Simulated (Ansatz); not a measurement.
A made-up structure of BH$_{2}$Se (charge -1), singlet:

B1  (-0.144, 0.032, -0.074)
Se2  (1.693, -0.381, 0.872)
H3  (-1.272, -0.681, 0.193)
H4  (-0.277, 1.029, -0.991)
(Å)

It is relaxed with PBE-D4/def2-SVPD and then PBE0-D4/def2-TZVPD (Ansatz 0.2.0). Atoms count as bonded within 1.22 times the sum of their covalent radii (H–H: 0.88 Å). The end point is not checked to be a true minimum.

Question: Does its bonding change? (Judge from chemistry; the calculation decides.)

Answer: By the calculation: No: no bond forms or breaks.

Where it ends: The first stage lowers the energy by 0.63 eV in 4 steps. It ends as BH₂Se ([BH2][Se]), total charge -1:
B1  (-0.129, 0.029, -0.067)
Se2  (1.512, -0.340, 0.779)
H3  (-1.135, -0.608, 0.173)
H4  (-0.247, 0.919, -0.885)
(Å)

Labels in which every atom is bracketed show which atoms are joined, not bond orders.

For scale, one of the runs: PBE0-D4/def2-TZVPD relaxation, 112 basis functions, launched by `ansatz run in.yaml --threads 2 --pin off --events-out ev --progress --plain --max-ram 4352MiB`. Hardware: 2 CPU threads of an Arm Neoverse V1, shared host. Wall time about 10 s.
